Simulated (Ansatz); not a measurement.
Bond stretch in GaH, singlet.

Computed with full CI/aug-cc-pVTZ, cores with 3d frozen run with Ansatz (an electronic-structure program).

### Question
Relative to R = 1.68 Å, what are the energies at R = 1.58, 1.79, 3.66, 5.97 Å?

### Answer
6.3 kJ/mol at 1.58 Å, 3.7 kJ/mol at 1.79 Å, 250.5 kJ/mol at 3.66 Å, 284.8 kJ/mol at 5.97 Å.

Also computed but left out beside FCI, since their determinant holds another spin at the minimum (<S²> over 0.7 above the pure value): UHF/STO-3G.
